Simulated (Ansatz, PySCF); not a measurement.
Caution: the restricted solution is unstable towards spin-unrestricted or complex orbitals, so a lower solution exists and this singlet may not be the ground state. This singlet is an excited state, 0.80 eV above the relaxed triplet at the level composite: frozen-core CCSD(T) with HF/cc-pVQZ and the correlation energy extrapolated as X^-3 from cc-pVTZ and cc-pVQZ, plus CCSDT(Q) minus CCSD(T) in cc-pVDZ // PBE0-D3(BJ)/def2-TZVP (Ansatz, an electronic-structure program).

# CH3Al, SMILES `[CH][AlH2]` (excited singlet) (charge 0, multiplicity 1)

Computed with PBE0-D3(BJ)/def2-TZVP (PySCF 2.14.0).

- HOMO: -6.38 eV
- dipole moment: 0.57 D
- HOMO–LUMO gap: 2.51 eV
- LUMO: -3.87 eV
- total energy: -7673.83 eV
- cost: around 7 core-seconds (rough)

```xyz
5

C      1.1558    -0.1065    -0.0030
Al    -0.6818     0.0621     0.0143
H      2.2313    -0.1991    -0.0979
H     -1.2216     1.5439     0.1470
H     -1.4837    -1.3003    -0.0604
```
Charge 0, spin multiplicity 1.
